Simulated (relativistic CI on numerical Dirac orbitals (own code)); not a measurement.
**Te27+: q coefficients and field-shift factors**

Calculated at this level of theory: Dirac-Coulomb-Breit CI, separate exchange-only KLI orbitals for each configuration, derivatives by finite differences, unscaled Slater integrals, QED left out (own radial code, finite nucleus).

CI space (outside the closed core [Ne]): 3s2 3p6 3d7, 3s2 3p5 3d8, 3s2 3p4 3d9, 3s 3p6 3d8, 3p6 3d9, 3s 3p5 3d9, 3s2 3p6 3d6 4s, 3s2 3p6 3d6 4p. Levels of other configurations are missing.

With x = (α/α₀)² − 1 an excitation energy changes as ω = ω₀ + qx; K = 2q/ω₀ is the relative enhancement. Terms are leading LS components, so labels can repeat. The field-shift factor is F = δν/δ⟨r²⟩ for the transition from the lowest level.

Lowest level 3s2 3p6 3d7 4F_9/2.

```csv
Level,ω₀ (cm⁻¹),q (cm⁻¹),K,F (GHz/fm²)
3s2 3p6 3d7 2P_3/2,61067,-123.3,-0.00404,-0.0529
3s2 3p6 3d7 4F_5/2,73624,27070,0.735,0.29
3s2 3p6 3d7 4F_7/2,78631,89400,2.27,0.779
3s2 3p6 3d7 4F_3/2,121935,96860,1.59,0.878
3s2 3p6 3d7 2G_9/2,127767,75890,1.19,0.766
3s2 3p6 3d7 4P_5/2,130952,93710,1.43,0.912
3s2 3p6 3d7 4P_1/2,147451,86710,1.18,0.755
3s2 3p6 3d7 2H_11/2,166915,81110,0.972,0.925
3s2 3p6 3d7 2G_7/2,177137,104700,1.18,1.03
3s2 3p6 3d7 2D_5/2,210151,158600,1.51,1.44
3s2 3p6 3d7 4P_3/2,214575,171100,1.59,1.53
3s2 3p6 3d7 2F_5/2,229020,76550,0.668,0.904
3s2 3p6 3d7 2P_1/2,242490,178900,1.48,1.51
```

At this charge energies of transitions that change n are usually good to better than 1 %, and those within a shell (Δn = 0) to a few per cent. Terms inside the open d or f shell come out 10 to 20 % too wide with unscaled integrals.
